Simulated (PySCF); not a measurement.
**MSi cations for M along group 15**

PBE0 with triple-zeta basis sets in PySCF, for the lowest determinant that a PBE0 search found; no spin–orbit coupling. De refers to high-spin ground-configuration atoms (the charge goes to the atom of lower measured ionisation energy or higher electron affinity, which is not always the lowest computed limit). A positive dipole points towards Si; it is taken about the centre of mass and depends on that origin.

| M | basis | charged atom | state (unpaired electrons) | Re (Å) | ωe (cm⁻¹) | De (eV) | μ (D) |
| --- | --- | --- | --- | --- | --- | --- | --- |
| N | def2-TZVPPD | Si+ | triplet (π ↑↑) | 1.786 | 798 | 2.73 | 2.56 |
| P | def2-TZVPPD | Si+ | triplet (π ↑↑) | 2.217 | 512 | 3.13 | 1.57 |
| Sb | def2-TZVPPD | Si+ | triplet (π ↑↑) | 2.520 | 357 | 3.05 | 3.28 |

Question: The row for M = As is missing. Estimate Re, ωe and De as the mean of the rows for P and Sb, and compare with the calculation.

Answer: The means are 2.369 Å, 434 cm⁻¹ and 3.09 eV. PBE0 in def2-TZVPPD gives SiAs⁺ as a triplet (π ↑↑) with Re = 2.324 Å, ωe = 411 cm⁻¹, De = 3.05 eV, so the estimate is off by +4.5 pm, +6 % and +0.04 eV.

These are scalar-relativistic numbers at best; spin–orbit coupling would shift them, the dissociation energy most. For an ion De counts to the pair picked by the measured ionisation energies or electron affinities, which need not be the lowest pair at this level. States were picked by a PBE0 search and need not be the measured ground states.
